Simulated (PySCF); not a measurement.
CH₄I₂OSi, SMILES CO[SiH](I)I.

Geometry optimised at B3LYP-D3(BJ)/def2-SVP. The def2 effective core potentials stand for the cores of I; spin–orbit coupling is left out. Other conformers were not sampled.

The numbers are results of r2SCAN/def2-TZVP (PySCF), not measurements.

total energy: -1000.96659 hartree
highest occupied level: -6.81 eV
lowest empty level: -1.87 eV
orbital gap: 4.94 eV
dipole moment: 1.86 D
quadrupole, principal values (traceless, Buckingham form, about the centre of nuclear charge): -5.56, -2.84, 8.40 D·Å
mean static polarisability: 105.6 bohr³ (15.65 Å³)
polarisability, principal values: 80.6, 103.8, 132.4 bohr³
